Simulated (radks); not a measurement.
Zn+, configuration [Ar] 3d10 4s1.

Method: Dirac Kohn-Sham, PBEsol, spin-unpolarised, spherical densities, finite nucleus; Fermi nuclear charge, rms radius 3.9283 fm; computed with a radial shooting solver on a logarithmic mesh with Libxc functionals.

Energy parts (eV):
part                       energy
total                  -48825.214
kinetic                 49726.850
electron-nucleus      -117562.155
Hartree                 20912.660
exchange-correlation    -1902.569

Orbitals (lengths in bohr, moments of r in powers of bohr; r(90%) holds 90 % of the orbital's charge):
orbital  occ.  eigenvalue (eV)  r(90%)  small-component weight
1s1/2       2        -9524.293  0.0899                1.17e-02
2s1/2       2        -1166.354   0.350                2.23e-03
2p1/2       2        -1028.616   0.321                2.22e-03
2p3/2       4        -1004.774   0.326                2.18e-03
3s1/2       2        -138.5558    1.02                4.98e-04
3p1/2       2         -94.9805    1.09                4.49e-04
3p3/2       4         -91.9185    1.11                4.38e-04
3d3/2       4         -20.0073    1.57                2.98e-04
3d5/2       6         -19.6478    1.58                2.95e-04
4s1/2       1         -13.9843    3.61                4.80e-05

The highest occupied level is 4s1/2 at -13.984 eV. For comparison, the ionisation energy in NIST's Atomic Spectra Database is 17.964 eV (measured). In exact Kohn-Sham theory the highest level is minus the ionisation energy, but local and semilocal functionals leave it too shallow, through self-interaction and a potential that decays too fast; potentials with the right tail come closer. Summed over all electrons, <r^2> = 22.46 bohr^2, which gives a Langevin (diamagnetic) susceptibility term of -17.8 x 10^-6 cm^3/mol. The electron density at the nucleus is 2.503e+04 e/bohr^3. The density falls to 0.001 e/bohr^3 at r = 3.62 bohr.

Beside tabulated values, note that spin-unpolarised runs miss the spin-polarisation part of the exchange energy of open shells.
